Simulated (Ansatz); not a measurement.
`C#[C][SnH3]` + H₂ → `[SnH4]` + `C#C` at 600 K and 1 bar (hydrogenolysis of the Sn–C bond).

Computed with Ansatz on PBE0-D4/def2-TZVP structures; ΔE is electronic, products minus reactants. CCSD(T)/CBS adds triple-zeta CCSD(T) − MP2 to the extrapolated MP2 energy (def2 sets, frozen cores). This one scheme is used for every species. def2 core potentials past Kr. For Sn outer-core shells are correlated without core-valence functions, which leaves a few kJ/mol of doubt a bond.

```json
{"species": "`C#[C][SnH3]`", "CCSD(T)/CBS energy (Eh)": "-292.44374", "H − E (kJ/mol)": "147.3", "S (J/(mol·K))": "362.3"}
{"species": "H₂", "CCSD(T)/CBS energy (Eh)": "-1.17544", "H − E (kJ/mol)": "43.9", "S (J/(mol·K))": "150.8"}
{"species": "`[SnH4]`", "CCSD(T)/CBS energy (Eh)": "-216.39156", "H − E (kJ/mol)": "98.5", "S (J/(mol·K))": "271.3"}
{"species": "`C#C`", "CCSD(T)/CBS energy (Eh)": "-77.22717", "H − E (kJ/mol)": "96.2", "S (J/(mol·K))": "235.4"}
```

H − E and S are ideal-gas, rigid-rotor, harmonic terms from PBE0-D4/def2-TZVP. The MP2-based limit puts H₂ 0.8 mEh under its directly extrapolated value; such offsets cancel only in part. 1 Eh = 2625.50 kJ/mol, R = 8.31446 J/(mol·K).

**Question.** By hand: ΔE, ΔH, ΔS and ΔG.

**Answer.** ΔE = (-216.39156) + (-77.22717) − (-292.44374) − (-1.17544) = 0.00045 Eh = 1.2 kJ/mol. Δ(H − E) = 98.5 + 96.2 − 147.3 − 43.9 = 3.5, so ΔH = 4.7 kJ/mol. ΔS = 271.3 + 235.4 − 362.3 − 150.8 = -6.4 J/(mol·K). ΔG = 4.7 − 600 × (-6.4)/1000 = 8.5 kJ/mol.

**Question.** By hand: the equilibrium constant, and the temperature at which ΔG would vanish if ΔH and ΔS stayed fixed.

**Answer.** log₁₀ K = −ΔG/(RT ln 10) = -0.7. ΔH and −TΔS have one sign here, so there is no such temperature. One of them is within its doubt of zero, so this could turn.

TΔS isn't small against ΔH here. A doubt of 5 kJ/mol in ΔE shifts log₁₀ K by 0.4 here. These are equilibria of isolated gas molecules and say nothing of rates. Largest T1 diagnostic: 0.014 (customary marks: 0.02 for closed shells, 0.045 for open ones).
